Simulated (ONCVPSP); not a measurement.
## What one change does to a pseudopotential (silicon, ONCV)

| Quantity | Value |
| --- | --- |
| Element | Si |
| Generator | ONCVPSP 4.0.1 |
| Type | optimised norm-conserving Vanderbilt (ONCV) |
| Functional | LDA (Perdew-Wang 92) |
| Relativity | scalar-relativistic |
| Frozen core | [He] |
| Valence charge | 12 |
| Reference configuration | 2s2 2p6 3s2 3p2 |
| Partial waves | 2s+3s: rc 0.85 bohr, ncon 4, nbas 8, qcut 10.6 1/bohr, 2 projectors; 2p+3p: rc 1.10 bohr, ncon 4, nbas 9, qcut 12.4 1/bohr, 2 projectors; d scattering state at 0.07 Ha: rc 0.90 bohr, ncon 4, nbas 8, qcut 12.6 1/bohr, 2 projectors, debl 3.1 Ha |
| Local potential | polynomial inside 0.70 bohr (lpopt 5, dvloc0 2 Ha) |
| Core correction | Teter function, fcfact 4.75, rcfact 1.65 |

Change: s: qcut 9.7; p: qcut 11.4; d: qcut 11.6.

Cutoffs: the cutoffs (Ha) at which the residual kinetic energy of the hardest occupied pseudo-wave falls to 1 and 0.1 mHa per electron; they do not see the model core or the augmentation charge, which bear on the density cutoff. Errors are all-electron minus pseudo energies relative to the spin-unpolarised reference configuration.

Problem. How do hardness, ghosts and transferability respond?

Solution. The potential gets neither clearly harder nor softer (64 Ha and 71 Ha → 58 Ha and 113 Ha); of the 4 tests that both files solve, the error grows in 1 and shrinks in 0 by more than 15 % and 0.3 meV (median size 1.0 → 1.2 meV); neither file shows a bound ghost.

```tsv
quantity	base	changed
cutoff, loose	64 Ha	58 Ha
cutoff, tight	71 Ha	113 Ha
loose cutoff by channel	s 29 Ha, p 64 Ha	s 29 Ha, p 58 Ha
bound ghosts	none	none
GHOST(+) flags under 300 eV	none	none
error for 2s2 2p6 3s2 3p1, meV [ΔE 7.82 eV]	+0.3	+0.3
error for 2s2 2p6 3s2 3p0, meV [ΔE 23.93 eV]	+2.9	+3.1
error for 2s2 2p6 3s1 3p0, meV [ΔE 58.07 eV]	+1.7	+2.0
error for 2s2 2p6 3s2 3p1.5, meV [ΔE 2.96 eV]	+0.1	+0.1
s: phases at 0.86 bohr within 0.05 rad from the reference energy up to (Ha; the scan ends near 5)	to the end of the scan	to the end of the scan
p: phases at 1.12 bohr within 0.05 rad from the reference energy up to (Ha; the scan ends near 5)	to the end of the scan	to the end of the scan
d: phases at 0.92 bohr within 0.05 rad from the reference energy up to (Ha; the scan ends near 5)	to the end of the scan	to the end of the scan
rms error of d²Exc/dni dnj with the model core, mHa	1.90	1.98
```
